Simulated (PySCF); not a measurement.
ClH6N3Sn, SMILES [NH2][Sn]([NH2])([NH2])[Cl].

Geometry optimised at B3LYP-D3(BJ)/def2-SVP. The def2 effective core potentials stand for the cores of Sn; spin–orbit coupling is left out. The values are those of a single conformer.

Level of theory: B3LYP/def2-TZVP (PySCF).

The molecule is in vacuum.

| Property | Result |
|---|---|
| total energy | -842.62347 hartree |
| point group | C3 |
| highest occupied level | -7.54 eV |
| lowest empty level | -1.53 eV |
| orbital gap | 6.01 eV |
| dipole moment | 0.36 D |
| quadrupole, principal values (traceless, Buckingham form, about the centre of nuclear charge) | -14.68, 7.34, 7.34 D·Å |
| mean static polarisability | 75.6 bohr³ (11.20 Å³) |
| polarisability, principal values | 72.2, 72.2, 82.3 bohr³ |
